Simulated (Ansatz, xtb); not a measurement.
BClF2HSi−: where a starting geometry ends

The starting geometry of this gas-phase singlet has its atoms placed at random.

| atom | x (Å) | y (Å) | z (Å) |
| --- | --- | --- | --- |
| B | -0.0727 | -0.3307 | -0.0280 |
| Cl | -1.6278 | 0.0836 | -0.2138 |
| F | -0.3323 | 1.5960 | 0.1782 |
| F | -0.4690 | 0.4413 | -1.7912 |
| Si | 0.8387 | -1.7110 | 0.7116 |
| H | -0.3323 | -0.7349 | -0.9570 |

Q: Guess where an optimisation with r2SCAN-D4/def2-SVPD ends from this start.

A: It loosens into BClFSi + FH, which stay close as a complex (formulas without charges). Distances that change by over a tenth: B1–Cl2 (1.62 → 1.89 Å), Cl2–H6 (1.70 → 3.44 Å). Contacts that open: B1–H6 (1.05 → 2.54 Å). Contacts that close: B1–F3 (1.96 → 1.36 Å), F4–H6 (1.45 → 0.98 Å).

The energy falls by 9.82 eV over 25 steps:

```tsv
step	E − E(last) (eV)
1	9.816
4	1.893
6	0.707
9	0.325
12	0.020
14	0.004
17	0.001
20	0.000
22	0.000
25	0.000
```

Final geometry (Å):

| atom | x (Å) | y (Å) | z (Å) |
| --- | --- | --- | --- |
| B | -0.4187 | 0.2329 | 0.5958 |
| Cl | -2.2666 | -0.1773 | 0.6344 |
| F | -0.1759 | 1.5617 | 0.7225 |
| F | 0.1773 | -0.2775 | -2.6769 |
| Si | 0.4931 | -1.4338 | 0.3585 |
| H | 0.1955 | -0.5616 | -1.7344 |

From the same start GFN2-xTB ends elsewhere, in pieces: BClFHSi + F.

From so rough a start the end depends on the optimiser's path, so another program may land elsewhere. The end wasn't checked by frequencies. Run with Ansatz 0.2.0, 40 s on 2 threads of Intel(R) Xeon(R) 6975P-C (Granite Rapids) (shared host).
